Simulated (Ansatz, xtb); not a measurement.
**Relative energy of two isomers of F2GaH2PSi**

Structure X is `F[Si](F)=[P][GaH2]`, a singlet and structure Y is `F[SiH](F)[PH][Ga]`, a singlet. Both are isolated molecules in the gas phase, relaxed with PBE0-D3(BJ)/def2-SVP; the shapes shown needn't be the lowest conformers.

X (Å):

```yaml
atoms:
  - { symbol: F, position_ang: [2.3561, -2.5804, -1.2666] }
  - { symbol: F, position_ang: [1.1344, -0.4713, -0.7080] }
  - { symbol: Ga, position_ang: [0.3653, -0.7472, 2.6160] }
  - { symbol: P, position_ang: [1.5105, -2.6032, 1.8622] }
  - { symbol: Si, position_ang: [1.6427, -1.8386, -0.0340] }
  - { symbol: H, position_ang: [-0.0048, -0.8386, 4.1356] }
  - { symbol: H, position_ang: [-0.0069, 0.4770, 1.7154] }
```

Y (Å):

```xyz
7

F     1.7694   -2.6144    1.5548
F     2.6583   -1.0329   -0.2560
Ga    1.1460   -1.1403    3.6705
P     0.4507    0.2160    1.6372
Si    1.2791   -1.4516    0.4790
H     0.4231   -2.1546   -0.5073
H    -0.8126   -0.4668    1.7099
```

Estimate which is lower in electronic energy at CCSD(T)/def2-SVP + ΔMP2/def2-TZVPP, and by roughly how much.

The CCSD(T)/def2-SVP + ΔMP2/def2-TZVPP calculation puts structure Y lower, by 101.9 kJ/mol.

Level by level:

```tsv
level	geometry	E(Y) − E(X) (kJ/mol)	departure from the last row (kJ/mol)	job, with rough time for the two
PBE0-D3(BJ)/def2-SVP	PBE0-D3(BJ)/def2-SVP	−119.1	−17.3	optimisation, 31 s
HF/def2-SVP	PBE0-D3(BJ)/def2-SVP	−134.1	−32.2	part of the CCSD(T) run
MP2/def2-SVP	PBE0-D3(BJ)/def2-SVP	−93.1	+8.8	part of the CCSD(T) run
CCSD(T)/def2-SVP	PBE0-D3(BJ)/def2-SVP	−111.0	−9.2	single point
CCSD(T)/def2-SVP + ΔMP2/def2-TZVPP	PBE0-D3(BJ)/def2-SVP	−101.9		single point, 21 s
```

As drawn, Y has 1 P–Si, 1 Si–H, 1 P–H in place of 1 P=Si, 2 Ga–H.

The levels shown agree on the order. The largest departure from CCSD(T)/def2-SVP + ΔMP2/def2-TZVPP is that of HF/def2-SVP, 32.2 kJ/mol. Levels run at GFN2-xTB geometries aren't shown. The last row adds to CCSD(T) the change of the MP2 difference between the two basis sets, here +9.2 kJ/mol.

With harmonic frequencies from PBE0-D3(BJ)/def2-SVP (ideal gas, rigid rotor, one conformer each, 298.15 K, 1 atm): on the last row, ΔE + ΔZPE = −95.8 kJ/mol. A mode under 50 cm⁻¹ makes harmonic enthalpies and free energies unreliable, so none is given.

The correlated steps freeze 21 core orbitals; the filled d shell of Ga is correlated, in a basis made for valence electrons. Codes used: Ansatz 0.2.0; the last row on 2 threads of Intel(R) Xeon(R) 6975P-C (Granite Rapids) on a shared host.
